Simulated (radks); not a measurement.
Results of a calculation; reference values are marked as such.
All-electron atom: Pr in [Xe] 4f2 6s2 6p1 (not the ground configuration). Level of theory: scalar-relativistic Kohn-Sham, PBEsol, spin-polarised, spherical densities, finite nucleus; open shells are filled with parallel spins first (spin-orbit coupling, left out, can overturn this in heavy ions); Fermi nuclear charge, rms radius 4.8919 fm (a radial shooting solver on a logarithmic mesh with Libxc functionals).

Unscreened Slater integrals over Kohn-Sham orbitals (cm^-1). They are taken over the spin-up orbitals.

| integral | value |
|---|---|
| F0(6p,6p) | 38286 |
| F2(6p,6p) | 20905 |
| F0(6p,6s) | 42460 |
| G1(6p,6s) | 26237 |
| F0(6p,4f) | 50060 |
| F2(6p,4f) | 6011.8 |
| G2(6p,4f) | 1502.9 |
| G4(6p,4f) | 1354.7 |
| F0(6p,5p) | 48599 |
| F2(6p,5p) | 10265 |
| G0(6p,5p) | 1797.0 |
| G2(6p,5p) | 2398.6 |
| F0(6s,6s) | 49123 |
| F0(6s,4f) | 63578 |
| G3(6s,4f) | 2535.7 |
| F0(6s,5p) | 61002 |
| G1(6s,5p) | 4436.4 |
| F0(4f,4f) | 199750 |
| F2(4f,4f) | 93181 |
| F4(4f,4f) | 58107 |
| F6(4f,4f) | 41702 |
| F0(4f,5p) | 136870 |
| F2(4f,5p) | 50864 |
| G2(4f,5p) | 29120 |
| G4(4f,5p) | 22104 |
| F0(5p,5p) | 116480 |
| F2(5p,5p) | 62832 |

Derived for the open shells (J is the average intra-shell exchange parameter used in DFT+U). 4f: F4/F2 = 0.624, F6/F2 = 0.448, J = (286 F2 + 195 F4 + 250 F6)/6435 = 7522 cm^-1. 6p: J = F2/5 = 4181 cm^-1.
